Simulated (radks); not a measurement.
Values are calculated unless marked as measured or tabulated.
Problem. Code: a radial shooting solver on a logarithmic mesh with Libxc functionals. Model: non-relativistic Kohn-Sham, LDA (Slater exchange, Perdew-Wang correlation), spin-polarised, spherical densities, point nucleus; open shells are filled with parallel spins first (spin-orbit coupling, left out, can overturn this in heavy ions). Response by self-consistent Sternheimer equations with the Hartree and adiabatic LDA kernel. For heavy and open-shell atoms this level of theory can miss by tens of per cent. Rank Sn2+, Pd, S, Ti, Be+, Te3+, Te+ (NIST ground configurations) by static dipole polarisability, largest first.

Solution. Ti 97.84, Pd 28.39, Te+ 23.03, S 21.22, Be+ 21.22, Sn2+ 16.55, Te3+ 11.27 bohr^3.
